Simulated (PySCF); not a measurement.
**Electron correlation in Zn+ (zinc, charge +1)**

[Ar] 3d10 4s1, 2S determinant. Calculation: PySCF 2.14, in x2c-TZVPall; the spin-free X2C one-electron Hamiltonian (Gaussian nucleus). Frozen: [Ar]; 11 electrons correlated.

MP2 pair energies summed by pair of shells (mhartree):

```
 pair   energy  share (%)
3d-3d  -349.91       94.6
3d-4s   -20.00        5.4
```

Total MP2 correlation energy: -369.92 mhartree.

Same-spin part -138.34 and opposite-spin part -231.58 mhartree; SCS-MP2 scales them by 1/3 and 6/5 to -324.00 mhartree.

| level | correlation energy (mhartree) |
| --- | --- |
| CCSD | -335.34 |
| (T) | -6.27 |
| CCSD(T) | -341.61 |

Diagnostics: T1 = 0.011, D1 = 0.0251, largest double amplitude 0.018.

Cost of the coupled-cluster step: 1.9 s of wall time on 1 thread of Neoverse-V2 (shared host), for 11 correlated electrons.

Iterations:

```
CC2 = 0
CCSD nocc = (np.int64(6), np.int64(5)), nmo = (39, 39)
frozen orbitals [[0, 1, 2, 3, 4, 5, 6, 7, 8], [0, 1, 2, 3, 4, 5, 6, 7, 8]]
max_cycle = 100
direct = 0
conv_tol = 1e-08
conv_tol_normt = 1e-06
diis_space = 8
diis_start_cycle = 0
Init t2, MP2 energy = -0.369916454737935
Init E_corr(UCCSD) = -0.369916454761379
cycle = 1  E_corr(UCCSD) = -0.323208254369864  dE = 0.0467082004  norm(t1,t2) = 0.0740092
cycle = 2  E_corr(UCCSD) = -0.338114635361882  dE = -0.014906381  norm(t1,t2) = 0.0292307
cycle = 3  E_corr(UCCSD) = -0.335164989717363  dE = 0.00294964564  norm(t1,t2) = 0.0148711
cycle = 4  E_corr(UCCSD) = -0.335171508145651  dE = -6.51842829e-06  norm(t1,t2) = 0.00253331
cycle = 5  E_corr(UCCSD) = -0.335336652027786  dE = -0.000165143882  norm(t1,t2) = 0.000510373
cycle = 6  E_corr(UCCSD) = -0.335343872989084  dE = -7.2209613e-06  norm(t1,t2) = 0.000100764
cycle = 7  E_corr(UCCSD) = -0.335336588437901  dE = 7.28455118e-06  norm(t1,t2) = 2.67719e-05
cycle = 8  E_corr(UCCSD) = -0.335337426226801  dE = -8.377889e-07  norm(t1,t2) = 5.86348e-06
cycle = 9  E_corr(UCCSD) = -0.335337635226895  dE = -2.09000094e-07  norm(t1,t2) = 1.04002e-06
cycle = 10  E_corr(UCCSD) = -0.335337640894719  dE = -5.66782432e-09  norm(t1,t2) = 2.38043e-07
UCCSD converged
E(UCCSD) = -1794.303215668466  E_corr = -0.335337640894719
UCCSD(T) correction = -0.00627118574516105
```
